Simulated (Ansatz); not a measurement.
`CC1C[SiH2]1` + H₂O → `OC1C[SiH2]1` + CH₄ at 400 K and 1 bar (formal hydrolysis of a C–C bond).

Gas-phase electronic energies from Ansatz, PBE0-D4/def2-TZVP geometries. CCSD(T)/CBS is the MP2 limit (def2-TZVPP, def2-QZVPP) plus CCSD(T) − MP2 in def2-TZVPP, frozen cores. This one scheme is used for every species. Each species was taken in one conformer, which may not be the lowest.

```json
{"species": "`CC1C[SiH2]1`", "CCSD(T)/CBS energy (Eh)": "-408.00872", "H − E (kJ/mol)": "285.1", "S (J/(mol·K))": "335.3"}
{"species": "H₂O", "CCSD(T)/CBS energy (Eh)": "-76.37941", "H − E (kJ/mol)": "69.8", "S (J/(mol·K))": "198.6"}
{"species": "`OC1C[SiH2]1`", "CCSD(T)/CBS energy (Eh)": "-443.90503", "H − E (kJ/mol)": "221.5", "S (J/(mol·K))": "328.4"}
{"species": "CH₄", "CCSD(T)/CBS energy (Eh)": "-40.46206", "H − E (kJ/mol)": "131.3", "S (J/(mol·K))": "197.2"}
```

H − E and S are ideal-gas, rigid-rotor, harmonic terms from PBE0-D4/def2-TZVP, for one conformer and one mirror image of each species. 1 Eh = 2625.50 kJ/mol, R = 8.31446 J/(mol·K).

Task: By hand: ΔE, ΔH, ΔS and ΔG.

Result: ΔE = (-443.90503) + (-40.46206) − (-408.00872) − (-76.37941) = 0.02104 Eh = 55.2 kJ/mol. Δ(H − E) = 221.5 + 131.3 − 285.1 − 69.8 = -2.1, so ΔH = 53.1 kJ/mol. ΔS = 328.4 + 197.2 − 335.3 − 198.6 = -8.3 J/(mol·K). ΔG = 53.1 − 400 × (-8.3)/1000 = 56.4 kJ/mol.

Task: By hand: the equilibrium constant, and the temperature at which ΔG would vanish if ΔH and ΔS stayed fixed.

Result: log₁₀ K = −ΔG/(RT ln 10) = -7.4. ΔH and −TΔS have one sign here, so there is no such temperature.

The number of gas molecules stays the same, so ΔS is small and ΔH decides. A doubt of 5 kJ/mol in ΔE shifts log₁₀ K by 0.7 here. Other conformers and mirror images would add mixing entropy, several J/(mol·K) or more a flexible species. These are equilibria of isolated gas molecules and say nothing of rates. Largest T1 diagnostic: 0.011 (customary marks: 0.02 for closed shells, 0.045 for open ones).

ΔS is within the doubt of such terms, so its sign, and with it that verdict, could turn.
